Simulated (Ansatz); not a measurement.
Geometry optimisation, RKS PBE/def2-SVP in Ansatz 0.2.0.

The input (input.yaml):

```yaml
crystal:
  periodic: [false, false, false]
  atoms:
    - { symbol: W, position_ang: [0.0, 0.0, 0.0] }
    - { symbol: F, position_ang: [0.0, 0.0, 2.2] }
    - { symbol: F, position_ang: [1.85, 0.0, 0.0] }
    - { symbol: H, position_ang: [0.0, 1.72, 0.0] }
    - { symbol: F, position_ang: [-1.85, 0.0, 0.0] }
    - { symbol: F, position_ang: [0.0, -1.85, 0.0] }
    - { symbol: F, position_ang: [0.0, 0.0, -1.85] }
    - { symbol: O, position_ang: [1.4672, -1.5382, 0.7063] }
    - { symbol: Al, position_ang: [1.1049, -3.266, 0.9339] }
    - { symbol: H, position_ang: [1.4052, -4.2832, -0.2101] }
    - { symbol: H, position_ang: [0.4872, -3.7631, 2.2774] }
    - { symbol: H, position_ang: [0.8742, -0.9165, 1.8599] }
basis:
  gaussian: { orbitals: def2-SVP }
hamiltonian:
  xc: pbe
relax:
  f_tol: 0.15
  max_steps: 25
  restrain:
    - { distance: [0, 7], at: 1.94, k: 30.0 }
    - { distance: [11, 1], at: 0.92, k: 30.0 }
    - { distance: [0, 1], at: 3.05, k: 30.0 }
    - { distance: [11, 7], at: 2.21, k: 30.0 }
```

Launched with:

```bash
$ ansatz run input.yaml --threads 4 --pin off --max-ram 5120MiB --backend cpu --events-out ev --progress --plain --runs-dir out
```

Question: Where does it end, and by what steps?

Answer: The run converged. The restraints hold the end off the free minimum; the threshold counts their pulls, which the force column leaves out. Restrained pairs: W1–O8 (2.24 → 1.87 Å), F2–H12 (1.31 → 0.93 Å), W1–F2 (2.20 → 3.05 Å), O8–H12 (1.44 → 2.21 Å). After 12 steps the energy has fallen by 9.725 eV (the restraints' own energy left out); F3 moved furthest, 1.24 Å. The start is strongly strained (largest force component 12 eV/Å), so its close contacts needn't be bonds.

```tsv
step	energy less start (eV)	largest force component (eV/Å)	accepted
0	0.0000	12.095	yes
1	-2.2557	8.715	yes
2	-4.0085	6.726	yes
3	-6.3624	3.587	yes
4	-7.9027	1.364	yes
5	-8.7259	1.394	yes
6	-9.2392	1.601	yes
7	-9.5737	1.670	yes
8	-9.6925	1.652	yes
9	-9.7015	1.566	yes
10	-9.7222	1.354	yes
11	-9.7271	1.264	yes
12	-9.7246	1.262	yes
```

```xyz
12
Properties=species:S:1:pos:R:3
W 0.395 -0.239 -0.315
F -0.207 -0.421 2.667
F 1.829 0.726 -1.007
H 0.425 1.182 0.614
F -1.398 0.109 0.062
F -0.516 -2.215 -0.229
F -0.054 -0.380 -2.122
O 1.510 -1.305 0.741
Al 0.793 -3.081 0.755
H 1.608 -4.052 -0.203
H 0.317 -3.404 2.240
H 0.636 -0.818 2.714
```

Time of the run: 36 s on 4 threads of Arm Neoverse V2 (shared host), peak memory 0.26 GiB.
